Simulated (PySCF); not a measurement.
CH4FGaO2, SMILES C[O][Ga]([OH])[F].

Geometry optimised at PBE-D3(BJ)/def2-SVP. The structure was generated by enumeration; whether it is a known compound was not checked. The values are those of a single conformer.

Computed with PBE-D3(BJ)/def2-SVP (PySCF).

Frequencies are harmonic and unscaled.

A small imaginary wavenumber (i) marks a very flat motion, where grid noise or a shallow saddle decides the sign.

Computed normal modes with their intensities:
```
mode  ν (cm⁻¹)  IR (km/mol)   moving atoms (share of kinetic energy)
----  --------  -----------  ---------------------------------------
1          19i          0.7                           H 88 %, O 11 %
2           91          3.5           O 29 %, H 26 %, F 20 %, C 20 %
3          101          2.0  O 31 %, C 28 %, H 18 %, F 12 %, Ga 11 %
4          169         30.3                  F 46 %, O 32 %, Ga 14 %
5          179         31.0                  Ga 41 %, O 40 %, F 15 %
6          266          8.7          O 39 %, C 26 %, H 15 %, Ga 14 %
7          322         96.6                                   H 92 %
8          593          6.9                    O 65 %, F 16 %, C 9 %
9          687         74.8                  O 43 %, F 27 %, Ga 23 %
10         712         80.2                  F 37 %, O 35 %, Ga 27 %
11         844         80.6                                   H 91 %
12        1082        177.5                   O 47 %, C 41 %, H 12 %
13        1130          0.5                           H 78 %, C 18 %
14        1160         15.1                   H 65 %, C 20 %, O 14 %
15        1416          1.1                                   H 96 %
16        1422         14.3                            H 90 %, C 9 %
17        1427         10.1                                   H 95 %
18        2924         79.1                                   H 98 %
19        3008         29.7                           H 90 %, C 10 %
20        3009         27.7                           H 90 %, C 10 %
21        3725         69.9                                   H 94 %
```
